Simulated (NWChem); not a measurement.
# Basis-set convergence for H₃GeN

```xyz
5

Ge    -0.3147     0.2757     0.0000
H      0.7946     1.4411     0.0000
N      0.9471    -1.0454     0.0000
H      1.9557    -0.9170     0.0000
H      0.6908    -2.0295     0.0000
```
Charge 0, spin multiplicity 1.

Everything below was run with NWChem. The geometry was optimised at B3LYP/def2-SVP, a minimum by its harmonic frequencies. It is one conformer; others weren't searched.

Quantity: LUMO energy at the level PBE0.

The Hamiltonian is non-relativistic. The structure started from a generated list of species.

| basis | functions | LUMO energy (eV) |
|---|---|---|
| STO-3G | 26 | ___ |
| def2-SVP | 61 | -1.52 |
| def2-SVPD | 82 | ___ |
| aug-pcseg-1 | 86 | ___ |
| def2-TZVP | 97 | -1.65 |
| pcseg-2 | 115 | -1.74 |
| def2-TZVPP | 121 | -1.66 |
| aug-cc-pVTZ | 174 | -1.79 |
| cc-pVQZ | 213 | -1.73 |
| def2-QZVP | 222 | -1.75 |

**Question.** What belongs in the gaps?

**Answer.** 
- STO-3G, LUMO energy (eV): 1.95
- def2-SVPD, LUMO energy (eV): -1.70
- aug-pcseg-1, LUMO energy (eV): -1.82
